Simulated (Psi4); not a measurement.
Pair of molecules, SMILES F with SMILES C#C (the first has 2 atoms); geometry from B3LYP-D3(BJ)/def2-TZVP, rigid monomers moved along the line of their centres of mass till H2···C3 is 2.52 Å.
(charge 0, multiplicity 1):
```json
[
 {"atom": "F", "x (Å)": "-0.0325", "y (Å)": "-0.0116", "z (Å)": "0.3487"},
 {"atom": "H", "x (Å)": "-0.0182", "y (Å)": "-0.0044", "z (Å)": "1.2833"},
 {"atom": "C", "x (Å)": "0.2599", "y (Å)": "-0.5340", "z (Å)": "3.7281"},
 {"atom": "C", "x (Å)": "-0.2253", "y (Å)": "0.5616", "z (Å)": "3.7272"},
 {"atom": "H", "x (Å)": "0.6909", "y (Å)": "-1.5066", "z (Å)": "3.7371"},
 {"atom": "H", "x (Å)": "-0.6561", "y (Å)": "1.5344", "z (Å)": "3.7343"}
]
```

The numbers are results of SAPT0/jun-cc-pV(D+d)Z in Psi4, not measurements.

Which attractive term is largest, and how does the interaction split up?

electrostatics -4.26, exchange 2.72, induction -1.45, dispersion -0.84, total -3.82 kcal/mol; the largest attraction is electrostatics.
